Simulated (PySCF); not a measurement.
Work out the structure from these simulated measurements.

Formula: C9H9F.

- 1H NMR: chemical shifts (computed TMS as zero) by class: 6.97 (2 H), 6.91 (2 H), 1.49 (1 H), 1.04 (2 H), 0.58 (2 H) ppm [GIAO B97-2/pcSseg-1]
- UV, first state: lowest singlet excitation: 5.16 eV (240 nm, f = 0.023) [TDDFT CAM-B3LYP/def2-SVPD]
- UV, strongest line: among the 10 lowest singlet transitions: S4 at 6.88 eV (180 nm, f = 0.785) [TDDFT CAM-B3LYP/def2-SVPD]
- Rotational structure: rotational constants A, B, C: 4.123, 0.730, 0.652 GHz [PBE0-D3(BJ)/def2-SVP]
- Valence photoelectron: vertical ionisation energy: 8.50 eV [ΔSCF CAM-B3LYP/def2-SVPD]
- 13C NMR: chemical shifts (computed TMS as zero) by class: 165.3 (1 C), 142.0 (1 C), 127.8 (2 C), 117.6 (2 C), 16.7 (1 C), 14.2 (2 C) ppm [GIAO B97-2/pcSseg-1]
- NMR, other nuclei: isotropic shieldings of nuclei other than C and H, by class: 295 (1 F) ppm [GIAO B97-2/pcSseg-1]
- Dipole: 2.16 D [CAM-B3LYP/def2-SVPD]
- Polarisability: 101.8 au [CAM-B3LYP/def2-SVPD]
- Triplet: lowest triplet excitation (Tamm–Dancoff): 3.97 eV [TDA CAM-B3LYP/def2-SVPD]

Gas-phase values; electronic properties from PySCF, density fitting. Levels stand in brackets. The structure is a single PBE0-D3(BJ)/def2-SVP conformer in the gas phase; no vibrational or solvent corrections. NMR classes are plain means over equivalent atoms (diastereotopic ones count apart unless rotation or inversion swaps them), as if these changed places fast.

Q: What is the compound? Reason from the data.

A: Numbering: `[F:1][c:2]1[cH:3][cH:4][c:5]([CH:6]2[CH2:7][CH2:8]2)[cH:9][cH:10]1`. Its formula, C9H9F, gives 5 degrees of unsaturation: 2 rings and 3 π bonds in the structure found (Kekulé form). 9 carbons fall into 6 classes; from least to most shielded: aromatic C–F carbon [C2] (165.3 ppm), substituted aromatic carbon [C5] (142.0 ppm), aromatic CH carbon [C4/C9] (127.8 ppm, 2 C, up to 8.4 ppm apart in this geometry), aromatic CH carbon [C3/C10] (117.6 ppm, 2 C), benzylic-type carbon [C6] (16.7 ppm), three-membered-ring carbon [C7/C8] (14.2 ppm, 2 C). Hydrogen classes from least to most shielded: 2 H on 2 aromatic CH carbons, C3/C10 (6.97 ppm), 2 H on 2 aromatic CH carbons, C4/C9 (6.91 ppm, a mean of values up to 0.8 ppm apart in this geometry), 1 H on a benzylic-type carbon, C6 (1.49 ppm), 2 H on 2 three-membered-ring carbons, C7/C8 (1.04 ppm), 2 H on 2 three-membered-ring carbons, C7/C8 (0.58 ppm). The other shieldings belong to: 295 ppm, aryl fluorine [F1]. The first electron is taken from the HOMO, whose largest Löwdin shares are 0.18 on the substituted aromatic carbon, 0.17 on the aromatic C–F carbon, 0.10 on an aromatic CH carbon and 0.09 on an aromatic CH carbon. The optimised geometry has point group Cs and is an asymmetric top. Structure: `Fc1ccc(C2CC2)cc1`. Computed isomers that give other values at the same levels: `FCC1=C[C@@H]2[C@@H]3C=C[C@H]1[C@H]23` (rotational constant A: 2.883 GHz; this holds for the one conformer computed); `Fc1cccc(C2CC2)c1` (rotational constant A: 2.484 GHz; this holds for the one conformer computed); `C=Cc1ccc(C)cc1F` (rotational constant A: 2.509 GHz; this holds for the one conformer computed). The assignments are read from this structure; whether some other isomer fits the data as well wasn't checked.

Shape of the structure used: `[F:1][c:2]1[cH:3][cH:4][c:5]([CH:6]2[CH2:7][CH2:8]2)[cH:9][cH:10]1`: C4–C5–C6–C7 -35°.
